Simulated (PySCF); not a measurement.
Input file for PySCF: R-BP86/6-31G* on PN, 2S+1 = 1, a spin state set in the input, which need not be the lowest, a point of a bond scan (R = 1.524 Å).

```python
from pyscf import gto, scf, dft, mp
from pyscf.data.elements import chemcore

mol = gto.M(
    atom='''
    N     0.00000000    0.00000000    0.00000000
    P     0.00000000    0.00000000    1.52361200
    ''',
    basis='6-31g*',
    cart=True,
    charge=0, spin=0, verbose=3, max_memory=1800)
mf = dft.RKS(mol, xc='b88,p86')
mf.conv_tol = 1e-8
mf.max_cycle = 100
mf.kernel()
if not mf.converged:
    mf = mf.newton().run(mf.mo_coeff, mf.mo_occ)
```

Program output:

```
converged SCF energy = -396.08427438545
```

The calculation finished and met its thresholds.

Cost: roughly 0.6 core-seconds.
